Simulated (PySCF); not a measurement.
Tl²⁺ (thallium, charge +2) across methods

[Xe] 4f14 5d10 6s1, 2S determinant. All numbers are calculated (PySCF 2.14, a scalar-relativistic core potential, in def2-QZVPPD with the def2 core potential (60 electrons)).

| method | E (hartree) | mean ε 5d α (eV) | mean ε 5d β (eV) | mean ε 6s α (eV) | Σ⟨r²⟩ (bohr²) | ⟨S²⟩ |
| --- | --- | --- | --- | --- | --- | --- |
| r2SCANh | -171.6088 | -34.689 | -34.243 | -26.376 | 36.27 | 0.752 |
| TPSSh | -171.5075 | -34.211 | -33.813 | -25.962 | 36.44 | 0.751 |
| PW91 | -171.6493 | -33.456 | -33.091 | -25.845 | 36.52 | 0.751 |
| UHF | -170.65646 | -40.634 | -40.236 | -28.414 | 36.44 | 0.751 |
| r2SCAN | -171.6298 | -33.916 | -33.457 | -26.016 | 36.28 | 0.752 |
| LDA | -171.2826 | -33.533 | -33.200 | -26.150 | 36.65 | 0.750 |
| M06-L | -171.6830 | -33.645 | -33.277 | -25.170 | 36.08 | 0.751 |
| PBE | -171.5830 | -33.380 | -33.011 | -25.747 | 36.52 | 0.750 |
| PBE0 | -171.5574 | -35.467 | -35.088 | -26.637 | 36.41 | 0.751 |

Energies and moments cover only the electrons outside the core potential. Spin-orbit coupling, which splits the p, d and f shells strongly at this Z, is absent.
